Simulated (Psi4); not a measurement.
# A ladder of methods for C2H5FGe (SMILES C[CH2][Ge][F])

The species is C2H5FGe (9 atoms), meant as a singlet with charge 0. SMILES: `C[CH2][Ge][F]`. The shape was relaxed beforehand at PBE0/def2-TZVP. This is one conformer, not always the lowest.

```xyz
9

C    -0.3854    0.8665   -0.3734
C     0.2333   -0.0807    0.6438
Ge    1.6114   -1.3631   -0.0024
F     1.0851   -1.4010   -1.6886
H    -0.7831    0.3201   -1.2297
H    -1.1990    1.4525    0.0631
H     0.3531    1.5730   -0.7604
H    -0.5353   -0.7421    1.0778
H     0.6580    0.4550    1.5018
```

Each level gives the dipole moment (D). The values are calculated.

```tsv
level	kind	program	value (D)	CPU time
PBE-D4/def2-TZVPP (density fitting)	GGA	Psi4	1.95	82 s
r2SCAN-D4/def2-TZVPP (density fitting)	meta-GGA	Psi4	2.01	4 min
B3LYP-D4/def2-TZVPP (density fitting)	global hybrid	Psi4	2.08	69 s
PBE0-D4/def2-TZVPP (density fitting)	global hybrid	Psi4	2.09	66 s
wB97M-V/def2-TZVPP (density fitting)	range-separated hybrid	Psi4	2.08	4.7 min
```

All-electron rows without a relativistic Hamiltonian named are non-relativistic. The values span 1.95 to 2.09 D. Magnitudes only. CPU times are rough (shared hosts, several kinds of processor and program).
